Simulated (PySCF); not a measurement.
The dipole of `C=CCN([SiH3])N1CCCC1` from its density and from atomic charges.

Coordinates (PBE0-D3(BJ)/def2-SVP, Å) and charges (e) from the PBE0/pcSseg-1 density (PySCF):

| atom | x | y | z | Mulliken | IAO | Hirshfeld | ESP-fitted |
| --- | --- | --- | --- | --- | --- | --- | --- |
| C1 | -2.699 | 1.279 | -1.214 | -0.1588 | -0.3116 | -0.0999 | -0.4655 |
| C2 | -2.567 | 0.099 | -0.607 | -0.2520 | -0.1417 | -0.0448 | -0.0810 |
| C3 | -1.709 | -1.025 | -1.109 | +0.1015 | -0.1415 | -0.0307 | -0.2194 |
| N4 | -0.597 | -1.339 | -0.230 | -0.6096 | -0.4144 | -0.1277 | -0.3271 |
| Si5 | -0.683 | -2.609 | 0.972 | +0.5774 | +0.6732 | +0.3254 | +0.3834 |
| N6 | 0.364 | -0.339 | -0.184 | -0.4783 | -0.1709 | -0.0471 | -0.0002 |
| C7 | 1.703 | -0.710 | -0.615 | +0.0728 | -0.1508 | -0.0329 | -0.0659 |
| C8 | 2.591 | 0.442 | -0.115 | -0.2890 | -0.2661 | -0.0671 | -0.1319 |
| C9 | 1.646 | 1.361 | 0.681 | -0.2023 | -0.2559 | -0.0697 | -0.0994 |
| C10 | 0.474 | 0.457 | 1.021 | +0.0042 | -0.1490 | -0.0361 | -0.0327 |
| H11 | -2.179 | 1.491 | -2.154 | +0.1157 | +0.1419 | +0.0436 | +0.1934 |
| H12 | -3.327 | 2.073 | -0.801 | +0.1197 | +0.1468 | +0.0455 | +0.1837 |
| H13 | -3.085 | -0.082 | 0.344 | +0.1075 | +0.1358 | +0.0406 | +0.1552 |
| H14 | -1.320 | -0.778 | -2.112 | +0.1097 | +0.1362 | +0.0372 | +0.1393 |
| H15 | -2.320 | -1.940 | -1.215 | +0.1223 | +0.1392 | +0.0431 | +0.1586 |
| H16 | -1.404 | -2.248 | 2.240 | -0.0985 | -0.1513 | -0.0927 | -0.1088 |
| H17 | -1.411 | -3.759 | 0.357 | -0.0981 | -0.1202 | -0.0776 | -0.0830 |
| H18 | 0.704 | -3.009 | 1.351 | -0.0947 | -0.1221 | -0.0771 | -0.0777 |
| H19 | 2.025 | -1.673 | -0.169 | +0.1006 | +0.1059 | +0.0212 | +0.0510 |
| H20 | 1.725 | -0.840 | -1.709 | +0.1166 | +0.1356 | +0.0352 | +0.0709 |
| H21 | 3.393 | 0.052 | 0.529 | +0.1242 | +0.1346 | +0.0373 | +0.0709 |
| H22 | 3.080 | 0.980 | -0.940 | +0.1280 | +0.1385 | +0.0405 | +0.0577 |
| H23 | 2.123 | 1.802 | 1.569 | +0.1179 | +0.1356 | +0.0409 | +0.0493 |
| H24 | 1.289 | 2.186 | 0.046 | +0.1247 | +0.1382 | +0.0376 | +0.0548 |
| H25 | -0.465 | 0.999 | 1.210 | +0.1354 | +0.1437 | +0.0343 | +0.0668 |
| H26 | 0.699 | -0.159 | 1.924 | +0.1031 | +0.0902 | +0.0207 | +0.0576 |

What dipole does each set of charges give (1 e·Å = 4.803 D), and what does the density give?

The full density gives (0.57, 0.56, 0.04) D, 0.80 D in size; dipole vectors point from the negative to the positive end.

```json
{"scheme": "Mulliken", "μx": "0.87", "μy": "0.58", "μz": "0.42", "size (D)": "1.13", "share of the full size (%)": "142", "angle to the full dipole (°)": "22"}
{"scheme": "IAO", "μx": "0.50", "μy": "-0.11", "μz": "0.37", "size (D)": "0.63", "share of the full size (%)": "79", "angle to the full dipole (°)": "62"}
{"scheme": "Hirshfeld", "μx": "0.31", "μy": "0.28", "μz": "-0.20", "size (D)": "0.47", "share of the full size (%)": "58", "angle to the full dipole (°)": "28"}
{"scheme": "ESP-fitted", "μx": "0.58", "μy": "0.53", "μz": "0.05", "size (D)": "0.78", "share of the full size (%)": "98", "angle to the full dipole (°)": "2"}
```

Which set comes closest?

Length of the difference vector: ESP-fitted 0.03 D, Hirshfeld 0.44 D, Mulliken 0.49 D, IAO 0.75 D. Closest: ESP-fitted. 

What is left for the Hirshfeld atoms' own dipoles?

The shares of the density sum to the whole, so what Σ q r misses lies in dipoles about the nuclei. The atomic dipoles sum to (0.57, 0.56, 0.04) − (0.31, 0.28, -0.20) = (0.26, 0.28, 0.24) D, 0.44 D in size.

With the origin at the mean of the coordinates, (-0.075, -0.280, -0.036) Å, which are the largest single terms, by size, of the Hirshfeld dipole along the direction of the full one?

Si5 -3.16, H17 +1.26, H16 +0.99, C9 -0.81, C8 -0.77 D; all 26 atoms together +0.41 D. The single terms depend on the origin, their sum doesn't.

Give the size of the full dipole in other units.

0.80 D = 0.313 au = 0.166 e·Å = 2.66 × 10⁻³⁰ C·m.

The structure is a single PBE0-D3(BJ)/def2-SVP conformer in the gas phase; no vibrational or solvent corrections.
